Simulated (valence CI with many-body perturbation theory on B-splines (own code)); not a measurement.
Results of a calculation; reference values are marked as such.
# Sensitivity of CI+MBPT for Tm38+

Method: relativistic CI+MBPT: three valence electrons over a frozen Dirac-Fock core [Ar] 3d10, radial functions for each j: 6 s, 6 p, 5 d, 3 f, 1 g, with the one-electron correlation potential Σ1, the two-electron term Σ2, the three-electron term Σ3, Breit, model QED; selected CI, second order for the rest, scaled by the run's own slope (own B-spline code, finite nucleus).

No measured spectrum was set against this ion. As an estimate, large intervals hold to a few tenths of a per cent, small ones and those within an open d or f shell to about a per cent.

The reference run has the lowest level (4s^2 4p1/2) J=1/2 and an ionisation energy of 1762.21 eV. Its largest variational space holds 2822 state functions.

Levels are named by their leading jj configuration (3d3/2^4 stands for four electrons in 3d with j = 3/2), which in mixed levels can hold well under half, so a name can repeat and another be missing. Letters in brackets count levels of one name in rising energy.

Changed runs:
A. scale of Σ2 1 → 0.8
B. highest l in the core sums 6 → 4
C. box radius (bohr) 2.9387 → 1.87; highest l with Σ1, explicit Σ2 and valence Breit (higher l get mean screening factors) 3 → 0
D. highest l in the core sums 6 → 2 (bad on purpose)

Excitation energies of the reference run in cm⁻¹, and shifts in cm⁻¹:

| Level | Reference | A | B | C | D |
| --- | --- | --- | --- | --- | --- |
| (4s^2 4p3/2) J=3/2 | 543992 | -144 | +69 | -1695 | -993 |
| (4s 4p1/2^2) J=1/2 | 679281 | -199 | -156 | -3203 | -1091 |
| (4s 4p1/2 4p3/2) J=3/2 [a] | 1131700 | -911 | -82 | -7682 | -4317 |
| (4s 4p1/2 4p3/2) J=5/2 | 1191400 | -545 | -85 | -5409 | -2814 |
| (4s 4p1/2 4p3/2) J=3/2 [b] | 1277700 | +206 | -88 | -1815 | +271 |
| (4s 4p1/2 4p3/2) J=1/2 | 1299790 | +1020 | -93 | +2073 | +3646 |
| (4s 4p3/2^2) J=5/2 | 1685750 | -866 | -10 | -7524 | -4351 |
| (4s^2 4d3/2) J=3/2 | 1691160 | +1010 | -26 | +4949 | +4169 |
| (4s^2 4d5/2) J=5/2 | 1840430 | +1211 | -15 | +5143 | +4499 |
| (4s 4p3/2^2) J=1/2 | 1844170 | +289 | -30 | -2774 | +82 |
| (4s 4p3/2^2) J=3/2 | 1875840 | +1225 | -27 | +2509 | +4120 |
| (4p1/2^2 4p3/2) J=3/2 | 1964270 | +522 | -244 | +13335 | +1403 |
| Ionisation energy (eV) | 1762.21 | +0.021 | +0.08 | +2.99 | -0.57 |
